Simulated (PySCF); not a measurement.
## Frontier levels across methods

Species: CH₆BOP.
Structure used (PBE0-D3(BJ)/def2-SVP), in Å, numbered top down from 1:
```
atom  x, y, z in Å
C1    -1.4091    0.4212    0.3622
O2    -0.8669   -0.7174   -0.2590
B3     0.4505   -0.9180   -0.4348
P4     1.8145    0.2660    0.2434
H5    -0.8714    0.6707    1.2931
H6    -1.3710    1.2933   -0.3111
H7    -2.4601    0.2149    0.6070
H8     0.7674   -1.9611   -0.9604
H9     1.2945    1.5075   -0.2270
H10    2.7412    0.0713   -0.8177
```

The species is `COBP` (CH6BOP).

Basis pcSseg-2 throughout (PySCF), one geometry. Geometry: PBE0-D3(BJ)/def2-SVP, one conformer, isolated molecule.

Q: How do the orbital energies, the gap and the dipole change with the method?

A: 
```tsv
method	kind	HOMO (eV)	LUMO (eV)	gap (eV)	μ (D)	SCF cycles
BLYP	GGA	-5.96	-1.39	4.57	1.67	15
B97-D	GGA	-6.07	-1.37	4.69	1.66	15
OPBE	GGA	-6.09	-1.40	4.69	1.69	15
PBE	GGA	-6.10	-1.53	4.57	1.69	16
KT2	GGA	-6.16	-1.52	4.64	1.63	16
KT3	GGA	-6.17	-1.47	4.70	1.61	16
BP86	GGA	-6.20	-1.59	4.61	1.69	15
LDA	LDA	-6.21	-1.74	4.47	1.74	14
B97-2	global hybrid	-7.01	-0.60	6.41	1.64	13
B3LYP	global hybrid	-7.03	-0.81	6.23	1.65	13
PBE0	global hybrid	-7.25	-0.60	6.65	1.66	13
mPW1PW91	global hybrid	-7.27	-0.60	6.67	1.65	12
BHandHLYP	global hybrid	-8.27	0.38	8.65	1.61	12
CAM-B3LYP	range-separated hybrid	-8.54	0.48	9.02	1.66	11
wB97X-D	range-separated hybrid	-9.09	1.21	10.30	1.67	13
HF	Hartree–Fock	-9.85	2.52	12.37	1.57	11
LC-wPBE	range-separated hybrid	-9.87	1.62	11.49	1.70	13
```

The HOMO spans 3.92 eV, from BLYP down to LC-wPBE, and the gap runs from 4.47 eV (LDA) to 12.37 eV (HF). Over the methods BLYP (0 %), B97-D (0 %), OPBE (0 %), PBE (0 %), KT2 (0 %), KT3 (0 %), BP86 (0 %), LDA (0 %), B97-2 (21 %), B3LYP (20 %), PBE0 (25 %), mPW1PW91 (25 %), BHandHLYP (50 %), HF (100 %), a straight line through the gap against the share of exact exchange rises by 0.78 eV for each 10 % (correlation coefficient 0.999). The dipole ranges from 1.57 D (HF) to 1.74 D (LDA). This basis has no diffuse functions.

The vertical ΔSCF ionisation energy at PBE0/def2-SVPD is 9.41 eV; −ε(HOMO) comes closest to it with wB97X-D (9.09 eV).
